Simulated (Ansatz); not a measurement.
Input (CCSDT(Q)/cc-pVDZ; Ansatz, a first-principles code):

Ansatz 0.2 input:
```yaml
crystal:
  periodic: [false, false, false]
  atoms:
    - {symbol: B, position_ang: [-0.06230633, 0.03585236, 0.52774442]}
    - {symbol: F, position_ang: [-0.49799062, -0.44546949, 1.68357701]}
    - {symbol: F, position_ang: [0.56448818, 1.21328268, 0.54405532]}
    - {symbol: O, position_ang: [-0.26500618, -0.66738063, -0.59399011]}
    - {symbol: C, position_ang: [0.16895262, -0.22741814, -1.88184351]}
    - {symbol: H, position_ang: [0.84792135, -0.97573466, -2.28892762]}
    - {symbol: H, position_ang: [-0.70394921, -0.14629156, -2.52849218]}
    - {symbol: H, position_ang: [0.67541516, 0.73599953, -1.82701136]}
basis:
  gaussian:
    orbitals: cc-pVDZ
magnetization: {spin_polarized: false}
correlation: {method: ccsdt_q, electrons: outside_noble_gas}
```

Output:

```
Functional definition: HF
integrals: 0.11 GiB planned
1567 factors; integrals over basis functions are off by at most 2.1e-7 eV
mean field: 0.36 GiB planned
mean field evaluation 1: about -9200.9188 eV, gradient 3.7e1 eV
mean field evaluation 2: about -9201.0558 eV, gradient 3.7e1 eV
mean field evaluation 4: about -9203.6355 eV, gradient 2.7e0 eV
mean field evaluation 8: about -9203.6658 eV, gradient 1.9e-1 eV
mean field evaluation 16: about -9202.9143 eV, gradient 1.9e1 eV
mean field -9203.66591855 eV, -338.2284840379 hartree, gradient 9.4e-7 eV, S^2 0.000000; 0 other end points of the search recorded, 0 dependent functions left out
5 core orbitals not correlated
reference -9203.66591855 eV, -338.2284840379 hartree; 15, 15 occupied and 65, 65 virtual orbitals, 1567 factors
second order -21.08960056 eV of doubles, -0.00000000 eV of singles
coupled cluster: 5.36 GiB planned
cycle   1  -21.21963078 eV  change   -1.3e-1 eV  update   1.1e-1
cycle   2  -21.92218280 eV  change   -7.0e-1 eV  update   5.1e-2
cycle   3  -22.30242627 eV  change   -3.8e-1 eV  update   2.1e-2
cycle   4  -22.27059857 eV  change    3.2e-2 eV  update   5.8e-3
cycle   5  -22.25108068 eV  change    2.0e-2 eV  update   2.7e-3
cycle   6  -22.25389132 eV  change   -2.8e-3 eV  update   9.2e-4
cycle   7  -22.25521953 eV  change   -1.3e-3 eV  update   3.1e-4
cycle   8  -22.25506149 eV  change    1.6e-4 eV  update   1.4e-4
cycle   9  -22.25492791 eV  change    1.3e-4 eV  update   5.4e-5
cycle  10  -22.25499151 eV  change   -6.4e-5 eV  update   2.2e-5
cycle  11  -22.25493142 eV  change    6.0e-5 eV  update   9.9e-6
cycle  12  -22.25492980 eV  change    1.6e-6 eV  update   4.1e-6
cycle  13  -22.25493096 eV  change   -1.2e-6 eV  update   1.4e-6
perturbative correction -0.04719304 eV, -0.0017343122 hartree
Total energy: -9225.96804254 eV, -339.0480719777 hartree
```
